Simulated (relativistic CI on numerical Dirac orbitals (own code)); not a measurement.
## d8 in a ligand field

Computed with a parametric ligand-field model of a d^n configuration (Racah B and C, spin-orbit zeta, crystal field), exact diagonalisation.

Field parameters in Wybourne normalisation: D3d B²₀ = −7Dσ, B⁴₀ = −14Dq − 21Dτ, B⁴₃ = −14√(10/7) Dq; D4h B²₀ = −7Ds, B⁴₀ = 21(Dq − Dt), B⁴₄ = 21√(5/14) Dq; Oh B⁴₀ = 21Dq, B⁴₄ = √(5/14) B⁴₀; Td as Oh with Dq negative (B⁴₀ = 21Dq, B⁴₄ = √(5/14) B⁴₀). The field is a parameter set, without covalency.

(1) Ground term and bands for B = 360, C = 1870, ζ = 0 cm⁻¹, D4h, 10Dq = 10000, Ds = -1500, Dt = 650 cm⁻¹?

(2) Ground term and bands for B = 1010, C = 3970, ζ = 0 cm⁻¹, D3d, 10Dq = 24000, Dσ = 760, Dτ = -460 cm⁻¹?

(3) Ground term and bands for B = 970, C = 3420, ζ = 0 cm⁻¹, Td, 10Dq = -6250 cm⁻¹?

(4) Ground term and bands for B = 730, C = 2560, ζ = 0 cm⁻¹, D4h, 10Dq = 28450, Ds = 1090, Dt = -690 cm⁻¹?

(5) A d8 ion in Oh symmetry has the ground term 3A2 and bands at 3T2 5000 cm⁻¹ (2000 nm), 3T1 8500 cm⁻¹ (1176 nm), 1E 10476 cm⁻¹ (955 nm), 1T2 15108 cm⁻¹ (662 nm), 1A1 16780 cm⁻¹ (596 nm), 3T1 17000 cm⁻¹ (588 nm). Which parameters reproduce them?

Results:

(1) Ground term 3B1 with 2.00 electrons in the two orbitals of the cubic e set. Spin-allowed: 3E 3845 cm⁻¹ (2601 nm), 3E 7219 cm⁻¹ (1385 nm), 3A2 7825 cm⁻¹ (1278 nm), 3B2 10000 cm⁻¹ (1000 nm). Lowest spin-forbidden: 1A1 5375 cm⁻¹ (1861 nm), 1B1 6421 cm⁻¹ (1557 nm), 1E 9707 cm⁻¹ (1030 nm).

(2) Ground term 3A2 with 2.01 electrons in the two orbitals of the cubic e set. Spin-allowed: 3E 22184 cm⁻¹ (451 nm), 3A1 22742 cm⁻¹ (440 nm), 3E 31089 cm⁻¹ (322 nm), 3A2 34478 cm⁻¹ (290 nm). Lowest spin-forbidden: 1E 15682 cm⁻¹ (638 nm), 1A1 27804 cm⁻¹ (360 nm), 1E 37800 cm⁻¹ (265 nm).

(3) Ground term 3T1 with 3.89 electrons in the two orbitals of the cubic e set. Spin-allowed: 3T2 5335 cm⁻¹ (1874 nm), 3A2 11585 cm⁻¹ (863 nm), 3T1 18971 cm⁻¹ (527 nm). Lowest spin-forbidden: 1T2 13022 cm⁻¹ (768 nm), 1E 13748 cm⁻¹ (727 nm), 1T2 21569 cm⁻¹ (464 nm).

(4) Ground term 3B1 with 2.00 electrons in the two orbitals of the cubic e set. Spin-allowed: 3B2 28450 cm⁻¹ (351 nm), 3E 34469 cm⁻¹ (290 nm), 3A2 35765 cm⁻¹ (280 nm), 3E 42851 cm⁻¹ (233 nm). Lowest spin-forbidden: 1A1 10777 cm⁻¹ (928 nm), 1B1 10869 cm⁻¹ (920 nm), 1A1 20602 cm⁻¹ (485 nm).

(5) B = 700, C = 2700, ζ = 0 cm⁻¹, Oh, 10Dq = 5000 cm⁻¹.
